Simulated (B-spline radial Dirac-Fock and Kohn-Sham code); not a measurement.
**W⁴⁺: N5-O23O23 lines in intermediate coupling**

System: the W⁴⁺ ion in the configuration [Xe] 4f14 5d1 6p1 (an excited configuration).

The run's input, task.json:

```json
{"items": [{
  "Z": 74,
  "q": 4,
  "cfg": [[1, 0, 2], [2, 0, 2], [2, 1, 6], [3, 0, 2], [3, 1, 6], [3, 2, 10], [4, 0, 2], [4, 1, 6], [4, 2, 10], [4, 3, 14], [5, 0, 2], [5, 1, 6], [5, 2, 1], [6, 1, 1]],
  "A": 184,
  "rrms": 5.3658,
  "do": ["binding", "quiet", "double"]
}]}
```

Launch: `python xray_run.py task.json out`

Method: multi-electron Dirac-Fock with separately optimised hole states, Breit and Lamb-shift corrections added in first order. Computed with a radial finite-basis atomic code. The two-hole levels come from diagonalising the Coulomb interaction among the jj configurations; intensities are independent-particle Coulomb rates. Kinetic energies are from the vacuum level. Electron correlation is not included. Open outer shells are spectators and are not coupled to the holes.

| kinetic energy (eV) | J | leading jj holes (weight) | leading LS term (weight) |
| --- | --- | --- | --- |
| 77.69 | 0 | O2O2 (0.98) | ³P0 (0.51) |
| 89.58 | 2 | O2O3 (0.99) | ¹D2 (0.76) |
| 91.53 | 1 | O2O3 (1.00) | ³P1 (1.00) |
| 98.54 | 0 | O3O3 (0.98) | ¹S0 (0.51) |
| 101.8 | 2 | O3O3 (0.99) | ³P2 (0.76) |

The intensity is shared as follows: 89.58 eV 74.8 %, 101.8 eV 17.8 %, 77.69 eV 6.5 %, 98.54 eV 0.9 %, 91.53 eV 0.1 %.

The strongest line, by its leading LS label ¹D2, lies at 89.58 eV. The mean weight of the leading component is 0.99 in jj and 0.71 in LS coupling, so jj labels describe these levels better.
